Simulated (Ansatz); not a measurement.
Relaxation of CH7NOSSi (12 atoms, charge 0, multiplicity 1), to a largest force component of 0.015 eV/Å in at most 40 steps.

All numbers below come from RKS r2SCAN/STO-3G in Ansatz.

```xyz
12
Properties=species:S:1:pos:R:3
C -1.869 1.048 -0.402
S -1.269 -0.527 0.053
Si 0.784 -0.302 -0.231
N 1.562 -1.670 0.479
O 1.373 0.901 0.722
H -1.668 1.343 -1.454
H -2.979 1.083 -0.313
H -1.484 1.893 0.233
H 1.234 -0.151 -1.580
H 1.283 -2.467 -0.103
H 0.945 -1.869 1.351
H 2.165 0.663 1.281
```

Question: Where does it end, and by what steps?

Answer: The run converged. Limits of this set-up: minimal basis. After 18 steps the energy has fallen by 0.691 eV; H11 moved furthest, 0.47 Å.

```
step  energy less start (eV)  largest force component (eV/Å)  accepted
   0                  0.0000                           3.139       yes
   1                 -0.5327                           1.594       yes
   2                 -0.6349                           0.816       yes
   3                 -0.6590                           0.309       yes
   4                 -0.6697                           0.189       yes
   5                 -0.6690                           0.271        no
   6                 -0.6740                           0.062       yes
   7                 -0.6709                           0.343        no
   8                 -0.6754                           0.046       yes
   9                 -0.6768                           0.197       yes
  10                 -0.6771                           0.461       yes
  11                 -0.6822                           0.172       yes
  12                 -0.6853                           0.117       yes
  13                 -0.6861                           0.509       yes
  14                 -0.6897                           0.158       yes
  15                 -0.6883                           0.156        no
  16                 -0.6905                           0.033       yes
  17                 -0.6904                           0.106        no
  18                 -0.6908                           0.014       yes
```

```xyz
12
Properties=species:S:1:pos:R:3
C -1.857 1.128 -0.487
S -1.453 -0.475 0.290
Si 0.667 -0.333 0.029
N 1.593 -1.793 0.429
O 1.170 0.920 1.083
H -1.532 1.182 -1.539
H -2.949 1.252 -0.467
H -1.412 1.979 0.052
H 0.999 -0.052 -1.364
H 1.421 -2.537 -0.292
H 1.244 -2.225 1.319
H 2.186 0.899 0.981
```

Whether the end is a true minimum wasn't checked by a vibrational analysis.

The run took 64 s on 1 thread of Intel(R) Xeon(R) Platinum 8488C (Sapphire Rapids), on a shared host, peak memory 0.21 GiB.
